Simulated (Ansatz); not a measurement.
Total energies of (LiF)4 cube (Li4F4) from Ansatz at r2SCAN-D4/def2-TZVP, gas phase (1 Eh = 27.2114 eV = 2625.5 kJ/mol). The reference geometry is relaxed at r2SCAN-D4/def2-SVP.

Cartesian coordinates in Å:
```
Li -0.454 -0.368 -1.371
F -0.223 1.364 -0.888
Li 1.285 0.752 -0.087
F 1.138 -0.942 -0.719
Li 0.202 -1.238 0.806
F -1.416 -0.828 0.096
Li -1.033 0.855 0.653
F 0.500 0.406 1.511
```

| state | geometry | energy (Eh) |
| --- | --- | --- |
| charge 0 singlet | reference | -429.96359 |
| charge 1 doublet | reference | -429.55555 |
| free Li atom (doublet) | – | -7.47953 |
| free F atom (doublet) | – | -99.72763 |

**Question.** Work out the vertical ionisation energy to the doublet.

**Answer.** E(charge 1 doublet) − E(charge 0 singlet) = -429.55555 − (-429.96359) = 0.40804 Eh = 11.10 eV. For comparison, −ε of the highest occupied level is 7.80 eV at this level, 3.30 eV less.

**Question.** What is the binding energy per atom against free atoms?

**Answer.** Atoms: 4 × (-7.47953) + 4 × (-99.72763) = -428.82864 Eh. Binding: -428.82864 − (-429.96359) = 1.13495 Eh = 30.88 eV, or 3.86 eV for each of 8 atoms (no zero-point energy, no counterpoise term).
